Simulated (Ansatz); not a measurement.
Ansatz (a program for electronic structure) input (revPBE/def2-TZVPD):

Ansatz 0.2 input:
```yaml
crystal:
  periodic: [false, false, false]
  atoms:
    - {symbol: Se, position_ang: [-0.00415543, -0.01140924, 0.36621161]}
    - {symbol: F, position_ang: [1.24346324, -0.73006995, -0.47029783]}
    - {symbol: F, position_ang: [0.03071145, 1.45824604, -0.41588255]}
    - {symbol: F, position_ang: [-1.25847638, -0.68507453, -0.49728572]}
basis:
  gaussian:
    orbitals: def2-TZVPD
hamiltonian:
  xc: {name: revPBE}
total_charge: 1
output: {forces: true}
```

Output:

```
Functional definition: revPBE
integrals: 0.10 GiB planned
1014 factors; their error is unknown
mean field: 0.66 GiB planned
mean field evaluation 1: about -73468.9494 eV, gradient 1.1e2 eV
mean field evaluation 2: about -73353.0755 eV, gradient 2.9e2 eV
mean field evaluation 4: about -73485.8996 eV, gradient 1.0e1 eV
mean field evaluation 8: about -73486.0462 eV, gradient 4.1e-2 eV
mean field evaluation 16: about -73486.0352 eV, gradient 6.7e-5 eV
mean field -73486.03520191 eV, -2700.5619830464 hartree, gradient 6.7e-5 eV, S^2 0.000000; 0 other end points of the search recorded, 0 dependent functions left out
the calculation of the forces begins
reference -73486.03526180 eV, -2700.5619852474 hartree; 30, 30 occupied and 147, 147 virtual orbitals, 1014 factors
Total energy: -73486.03526180 eV, -2700.5619852474 hartree
Atom 0 at    -0.004155    -0.011409     0.366212 Å, force    -0.013387    -0.036768     1.180103 eV/Å
Atom 1 at     1.243463    -0.730070    -0.470298 Å, force     0.729877    -0.423871    -0.398722 eV/Å
Atom 2 at     0.030711     1.458246    -0.415883 Å, force     0.019380     0.858135    -0.366846 eV/Å
Atom 3 at    -1.258476    -0.685075    -0.497286 Å, force    -0.735870    -0.397495    -0.414535 eV/Å
Dipole moment:    -0.005217    -0.014323     0.459752 e Å
```
